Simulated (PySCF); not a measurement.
Species: bromoacetonitrile, C₂H₂BrN.
Numbering: `[N:1]#[C:2][CH2:3][Br:4]` (hydrogens: H5, H6 on C3)

Level: wB97X-D/def2-SVPD in PySCF, non-relativistic, on one gas-phase PBE0-D3(BJ)/def2-SVP geometry that isn't relaxed in the solvent. The solvent is an IEF-PCM continuum (van der Waals radii × 1.2), and excitations are vertical TDDFT with non-equilibrium linear response and a frozen core. Specific hydrogen bonds and non-electrostatic terms are outside this model. Spin–orbit coupling is left out although an atom past zinc is present.

```tsv
run	E − E(gas) (kcal/mol)	HOMO (eV)	HOMO–LUMO gap (eV)	dipole (D)	lowest singlet (eV)	static polarisability (au)
gas	0.00	-10.69	10.84	3.33	5.71	49.8
P	-3.19	-10.56	10.84	3.81	5.71	56.7
Q	-7.09	-10.44	10.83	4.43	5.73	66.5
```

**Question.** The runs were made in acetonitrile and benzene. Which run belongs to which solvent?

**Answer.** P = benzene, Q = acetonitrile. The dielectric constants are 2.271 (benzene), 35.69 (acetonitrile), and the energy falls further as ε rises. The optical constants n² used for the excitations are 2.25, 1.81 in the same order. In this model the ground state sees the solvent through ε alone.

**Question.** How constant is the ratio of the lowering to (ε − 1)/(2ε + 1)?

**Answer.** 
| solvent | (ε − 1)/(2ε + 1) | E − E(gas) (kcal/mol) | ratio (kcal/mol) | polarisation term (kcal/mol) |
| --- | --- | --- | --- | --- |
| benzene | 0.229 | -3.19 | -13.9 | -3.51 |
| acetonitrile | 0.479 | -7.09 | -14.8 | -8.78 |

The ratio changes by +6.3 % in size from benzene to acetonitrile. The polarisation term is half the interaction of the solute with the induced surface charges.

The pairwise dispersion term of wB97X-D wasn't added to the energies; at a given geometry it leaves orbitals and properties as they are.
